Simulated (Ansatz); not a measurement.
The inner images of a band of CH8AlN3 (13 atoms, charge 0, multiplicity 1) are given out of order.

Level of theory: RKS PBE-D4/def2-SVP in Ansatz 0.2.0.

First end point:

```xyz
13
Properties=species:S:1:pos:R:3
N -2.098 0.295 0.574
C -0.985 -0.634 0.940
Al 0.658 -0.200 -0.089
N 0.844 -0.805 -1.767
N 1.753 1.102 0.480
H -1.804 1.268 0.742
H -2.268 0.246 -0.441
H -1.339 -1.675 0.770
H -0.836 -0.572 2.040
H 1.548 -0.509 -2.446
H 0.288 -1.564 -2.167
H 1.739 1.488 1.426
H 2.521 1.525 -0.046
```

Last end point:

```xyz
13
Properties=species:S:1:pos:R:3
N -2.099 0.295 0.572
C -0.986 -0.634 0.939
Al 0.658 -0.200 -0.088
N 0.842 -0.803 -1.768
N 1.756 1.100 0.482
H -1.806 1.268 0.741
H -2.268 0.246 -0.442
H -1.339 -1.675 0.770
H -0.837 -0.571 2.040
H 0.285 -1.560 -2.168
H 1.547 -0.507 -2.446
H 1.744 1.486 1.428
H 2.523 1.521 -0.046
```

Question: Put them in order from the first end to the last, with their energies above the first end.
A.
```xyz
13
Properties=species:S:1:pos:R:3
N -2.064 0.920 -0.024
C -1.280 -0.095 0.741
Al 0.578 -0.344 0.072
N 0.793 -0.773 -1.658
N 2.032 0.080 1.032
H -1.600 1.836 0.050
H -2.021 0.697 -1.028
H -1.853 -1.049 0.722
H -1.294 0.201 1.814
H 0.043 -1.104 -2.267
H 1.678 -0.808 -2.166
H 2.007 0.359 2.014
H 3.003 0.047 0.713
```
B.
```xyz
13
Properties=species:S:1:pos:R:3
N -2.242 0.350 0.026
C -1.171 -0.155 0.931
Al 0.607 -0.166 0.042
N 0.601 -0.538 -1.739
N 2.112 0.302 0.891
H -2.070 1.344 -0.183
H -2.145 -0.120 -0.886
H -1.453 -1.180 1.265
H -1.186 0.444 1.869
H 0.724 0.192 -2.447
H 1.026 -1.395 -2.105
H 2.181 0.511 1.891
H 3.037 0.378 0.460
```
C.
```xyz
13
Properties=species:S:1:pos:R:3
N -2.225 0.597 -0.054
C -1.209 -0.022 0.846
Al 0.620 -0.198 0.078
N 0.770 -0.552 -1.677
N 2.128 0.053 1.013
H -1.913 1.539 -0.328
H -2.267 0.070 -0.938
H -1.593 -1.026 1.141
H -1.203 0.547 1.802
H 0.050 -0.410 -2.385
H 1.617 -0.895 -2.135
H 2.172 0.159 2.028
H 3.073 0.103 0.625
```
D.
```xyz
13
Properties=species:S:1:pos:R:3
N -2.243 0.203 0.141
C -1.110 -0.320 0.958
Al 0.641 -0.146 0.025
N 0.667 -0.486 -1.746
N 2.091 0.581 0.784
H -2.120 1.217 0.002
H -2.170 -0.183 -0.811
H -1.345 -1.370 1.245
H -1.100 0.224 1.929
H 1.246 0.009 -2.428
H 0.309 -1.340 -2.178
H 2.145 0.906 1.752
H 3.009 0.669 0.342
```
E.
```xyz
13
Properties=species:S:1:pos:R:3
N -2.200 0.221 0.330
C -1.041 -0.487 0.951
Al 0.664 -0.154 -0.019
N 0.747 -0.649 -1.743
N 1.978 0.873 0.640
H -2.037 1.237 0.362
H -2.233 0.003 -0.676
H -1.290 -1.571 0.997
H -0.982 -0.180 2.018
H 1.469 -0.389 -2.417
H 0.113 -1.324 -2.175
H 2.000 1.232 1.596
H 2.832 1.152 0.153
```

Answer: E (+0.4 kJ/mol), D (+6.1 kJ/mol), B (+18.5 kJ/mol), C (+2.5 kJ/mol), A (+0.6 kJ/mol).

The run took 2.9 min on 2 threads of Arm Neoverse V1, on a shared host, peak memory 0.16 GiB.
